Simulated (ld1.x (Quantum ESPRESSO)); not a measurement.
## An all-electron radial function and its pseudo partner (silicon (Si))

Columns: radius, all-electron u(r) and pseudo u(r) of the 3p shell (level -11.67 eV) of silicon in the configuration [Ne] 3s2 3p1; PBE, non-relativistic, PAW scheme, ld1.x (Quantum ESPRESSO) 7.5.

```
r (bohr)  all-electron   pseudo
   0.115        0.1383  -0.0078
   0.230        0.2678  -0.0307
   0.345        0.2926  -0.0675
   0.460        0.2385  -0.1162
   0.575        0.1407  -0.1741
   0.690        0.0247  -0.2382
   0.805       -0.0941  -0.3053
   0.920       -0.2068  -0.3724
   1.035       -0.3087  -0.4366
   1.150       -0.3976  -0.4956
   1.265       -0.4732  -0.5474
   1.380       -0.5358  -0.5908
   1.495       -0.5861  -0.6254
   1.610       -0.6245  -0.6512
   1.725       -0.6518  -0.6687
   1.840       -0.6692  -0.6787
   1.955       -0.6777  -0.6821
   2.070       -0.6786  -0.6800
   2.185       -0.6729  -0.6731
   2.300       -0.6618  -0.6618
   2.415       -0.6463  -0.6463
   2.530       -0.6273  -0.6273
   2.645       -0.6056  -0.6056
   2.760       -0.5819  -0.5819
   2.875       -0.5568  -0.5568
   2.990       -0.5309  -0.5309
```

(1) How many radial nodes do the two functions have?

(2) At about which radius was the pseudo-wave matched?

(3) Is the pseudo-wave norm-conserving?

## Answers

(1) The all-electron 3p function has n − l − 1 = 1; the pseudo-wave has 0, since the states of the same l below it are removed with the core.

(2) 2.30 bohr, where the columns begin to agree (steps of 0.12 bohr).

(3) No, it belongs to a PAW set: the norm inside the radius is not constrained, and the difference is carried by the augmentation charge.
